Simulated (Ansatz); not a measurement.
Relaxation of C$_{3}$H$_{9}$FSi$_{2}$ (15 atoms, charge 0, multiplicity 1), to a largest force component of 0.02 eV/Å in at most 40 steps.

Method: RKS r2SCAN/STO-3G in Ansatz 0.2.0.

```xyz
15
Properties=species:S:1:pos:R:3:forces:R:3
C 0.526 -2.682 -0.388 -2.07 3.34 -2.55
C 0.909 -1.393 -0.182 -0.98 -2.06 -0.75
F 1.826 -1.217 0.758 2.42 0.77 2.44
Si 0.407 0.130 -1.065 -2.97 0.12 -2.38
C 0.219 1.602 0.008 1.37 0.13 1.67
Si -1.208 1.361 1.161 -2.22 -0.39 0.91
H -0.252 -2.870 -1.138 0.24 -0.35 0.21
H 0.924 -3.444 0.171 1.19 -2.61 1.72
H -0.958 -0.133 -1.701 1.60 0.19 0.68
H 1.298 0.421 -2.128 0.71 0.02 -0.59
H 0.050 2.509 -0.558 0.01 0.31 -0.50
H 1.165 1.765 0.602 -1.05 -0.11 -0.59
H -2.528 1.226 0.393 1.71 0.09 0.86
H -1.043 0.165 2.043 -0.03 0.82 -0.84
H -1.356 2.510 2.055 0.07 -0.26 -0.27
```

Question: Where does it end, and by what steps?

Answer: The forces met the threshold. The force dipped under the threshold on the way, but the program's further checks kept it going. Limits of this set-up: minimal basis. After 14 steps the energy has fallen by 0.660 eV; H7 moved furthest, 0.50 Å.

```json
{"step": "0", "energy less start (eV)": "0.0000", "largest force component (eV/Å)": "3.337", "accepted": "yes"}
{"step": "1", "energy less start (eV)": "-0.6077", "largest force component (eV/Å)": "0.920", "accepted": "yes"}
{"step": "2", "energy less start (eV)": "-0.6433", "largest force component (eV/Å)": "0.253", "accepted": "yes"}
{"step": "3", "energy less start (eV)": "-0.6443", "largest force component (eV/Å)": "0.492", "accepted": "yes"}
{"step": "4", "energy less start (eV)": "-0.6548", "largest force component (eV/Å)": "0.307", "accepted": "yes"}
{"step": "5", "energy less start (eV)": "-0.6414", "largest force component (eV/Å)": "0.181", "accepted": "no"}
{"step": "6", "energy less start (eV)": "-0.6582", "largest force component (eV/Å)": "0.020", "accepted": "yes"}
{"step": "7", "energy less start (eV)": "-0.6587", "largest force component (eV/Å)": "0.007", "accepted": "yes"}
{"step": "8", "energy less start (eV)": "-0.6593", "largest force component (eV/Å)": "0.130", "accepted": "yes"}
{"step": "9", "energy less start (eV)": "-0.6597", "largest force component (eV/Å)": "0.051", "accepted": "yes"}
{"step": "10", "energy less start (eV)": "-0.6599", "largest force component (eV/Å)": "0.017", "accepted": "yes"}
{"step": "11", "energy less start (eV)": "-0.6601", "largest force component (eV/Å)": "0.023", "accepted": "yes"}
{"step": "12", "energy less start (eV)": "-0.6602", "largest force component (eV/Å)": "0.009", "accepted": "yes"}
{"step": "13", "energy less start (eV)": "-0.6602", "largest force component (eV/Å)": "0.020", "accepted": "yes"}
{"step": "14", "energy less start (eV)": "-0.6603", "largest force component (eV/Å)": "0.014", "accepted": "yes"}
```

```xyz
15
Properties=species:S:1:pos:R:3
C 0.320 -2.540 -0.264
C 1.014 -1.381 -0.232
F 2.159 -1.301 0.533
Si 0.511 0.176 -1.184
C 0.141 1.588 -0.004
Si -1.245 1.258 1.216
H -0.591 -2.631 -0.860
H 0.638 -3.424 0.297
H -0.661 -0.158 -1.964
H 1.588 0.547 -2.080
H -0.106 2.477 -0.596
H 1.055 1.833 0.549
H -2.468 0.956 0.507
H -0.909 0.133 2.060
H -1.468 2.417 2.053
```

The run took 68 s on 1 thread of Arm Neoverse V1, on a shared host, peak memory 0.12 GiB.
